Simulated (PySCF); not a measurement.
A structure optimised at PBE-D3(BJ)/def2-SVP, used in a PySCF frequency run:

```xyz
12

C      0.0294     2.1650     0.0000
C      0.0554     0.8102     0.0000
C      1.1996    -0.0930     0.0000
C      0.7195    -1.3660     0.0000
O     -0.6329    -1.4697     0.0000
C     -1.1541    -0.1161     0.0000
H      0.9626     2.7468     0.0000
H     -0.9183     2.7243     0.0000
H      2.2542     0.2034     0.0000
H      1.2537    -2.3262     0.0000
H     -1.7941     0.0040    -0.9000
H     -1.7941     0.0040     0.9000
```
Charge 0, spin multiplicity 1.

Write its SMILES, formula and point group.

C=C1C=COC1, C5H6O, Cs

What are its rotational constants (standard atomic weights)?

8.0859, 3.5202, 2.4920 GHz
